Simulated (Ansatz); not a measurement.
Process, species as SMILES: Br atom → [Br-] (an electron is taken up)
B3LYP-D3(BJ)/def2-TZVP geometries, fixed; electronic energies without zero-point terms; positive where energy is released.

Basis-set convergence of the adiabatic electron affinity at HF with Ansatz (a first-principles code). Cartesian d functions, on some or all atoms, in 6-31G**; all else is spherical. Open shells are unrestricted. No added dispersion term, no relativity. Functions are those of the species that has most. Reference: the value in aug-cc-pV5Z, 2.391 eV, itself unsure by roughly 0.001 eV (its mean distance from aug-pcseg-3, aug-cc-pVQZ, def2-QZVPPD). Deviations are taken from unrounded values.

| basis | functions | adiabatic electron affinity (eV) | minus reference (eV) |
|---|---|---|---|
| pcseg-0 | 22 | 1.628 | -0.763 |
| pcseg-1 | 27 | 2.028 | -0.362 |
| 6-31G** | 35 | 2.266 | -0.124 |
| aug-cc-pVDZ | 36 | 2.496 | 0.105 |
| cc-pVTZ | 43 | 2.269 | -0.121 |
| def2-TZVPP | 48 | 2.257 | -0.134 |
| aug-pcseg-2 | 59 | 2.406 | 0.016 |
| cc-pVQZ | 68 | 2.353 | -0.037 |
| pcseg-3 | 68 | 2.376 | -0.015 |
| def2-QZVP | 75 | 2.339 | -0.052 |
| def2-QZVPP | 89 | 2.337 | -0.053 |
| def2-QZVPPD | 98 | 2.391 | 0.000 |
| pcseg-4 | 111 | 2.382 | -0.009 |
